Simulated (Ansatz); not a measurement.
One group Y is varied and pulled off as a radical: Y-Sn(OH)3. All species are isolated molecules in the gas phase. Each species was relaxed from one start; no search for lower structures was made at this level. In the def2 sets, heavy atoms carry core potentials. Strings in code marks are SMILES.

Quantity: electronic energy of homolysis of the metal–ligand bond (relaxed doublet parts, no counterpoise, zero-point or spin–orbit term), in kJ/mol.

Fragment left after the loss: `[OH][Sn]([OH])[OH]` (neutral, multiplicity 2). Bound species: cyclopentyl: `C1[CH]([Sn]([OH])([OH])[OH])CCC1` (neutral, multiplicity 1), with this geometry (Å):

```xyz
21

O      3.0375    -1.1844    -0.9511
Sn     1.9745     0.2155    -0.0334
O      2.1683    -0.1322     1.9129
O      2.9382     1.9168    -0.3736
C     -0.0968     0.2077    -0.5281
C     -0.7188    -1.1879    -0.4647
C     -2.2204    -0.8824    -0.4649
C     -2.3704     0.4476     0.3058
C     -0.9409     1.0131     0.4668
H      3.8407    -0.8002    -1.3235
H      2.7836    -0.8595     2.0652
H      3.3352     2.2357     0.4466
H     -0.1958     0.6204    -1.5460
H     -0.4026    -1.8467    -1.2869
H     -0.4343    -1.6820     0.4808
H     -2.5645    -0.7601    -1.5042
H     -2.8146    -1.6988    -0.0284
H     -2.8419     0.2977     1.2884
H     -3.0145     1.1489    -0.2452
H     -0.8821     2.0974     0.2906
H     -0.5803     0.8333     1.4929
```

### Question
What electronic energy of homolysis of the metal–ligand bond (relaxed doublet parts, no counterpoise, zero-point or spin–orbit term) does PBE-D3(BJ)/def2-TZVP // PBE0-D3(BJ)/def2-SVP (Ansatz, an electronic-structure program) give?

### Answer
238.4 kJ/mol.
